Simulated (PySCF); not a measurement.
Compound: H6P2Pb.
Cartesian coordinates in Å at the PBE0-D3(BJ)/def2-SVP level; atoms count from 1:
```
atom  x, y, z in Å
P1     2.128   -0.429   -0.231
Pb2   -0.029    0.984   -0.533
P3    -2.079   -0.149    0.588
H4     1.492   -1.602   -0.750
H5     1.783   -0.761    1.117
H6    -0.357    1.193   -2.257
H7     0.213    2.574    0.199
H8    -1.743   -1.428    0.042
H9    -1.348   -0.399    1.792
```

Computed with PBE0-D3(BJ)/def2-SVP geometry optimisation, gas phase, def2 core potentials past Kr (PySCF 2.14.0).

Question: Which atoms are bound to Pb2, and at what distances?

Answer: 4 atoms: H7 1.767 Å, H6 1.768 Å, P1 2.597 Å, P3 2.597 Å. The nearest atom not counted as bound is H4, at 3.01 Å (others tie with it).

Question: List the angles at Pb2.

Answer: 
| angle | degrees | distance of the outer atoms (Å) |
| --- | --- | --- |
| P1–Pb2–P3 | 111.6 | 4.30 |
| P1–Pb2–H6 | 109.4 | 3.59 |
| P1–Pb2–H7 | 109.1 | 3.59 |
| P3–Pb2–H6 | 109.1 | 3.59 |
| H6–Pb2–H7 | 108.9 | 2.88 |
| P3–Pb2–H7 | 108.8 | 3.58 |

Question: What is the shape at Pb2?

Answer: Tetrahedral: angles from 108.8° to 111.6°; τ4 = (360° − α − β)/141° = 0.99 with α and β the two widest (0 for a square, 1 for a tetrahedron).

Question: What are the other bond lengths?

Answer: P1–H4 and 3 like bonds 1.431 Å.

Question: What are the rotational constants (commonest isotopes, rigid rotor)?

Answer: A = 3904, B = 1657, C = 1210 MHz: an asymmetric top.

Point group: near C2v, missed by 0.24 Å at most; the miss may be what the optimiser left on a soft mode (C2 holds within 0.08 Å). Charge 0, singlet. Stationary, but not proved a minimum.

Time: 36 s of wall time; peak memory 0.41 GiB. Hardware: one thread of an Intel Xeon Platinum 8488C (shared host). These figures are those of the optimisation.

One conformer stands for the species.
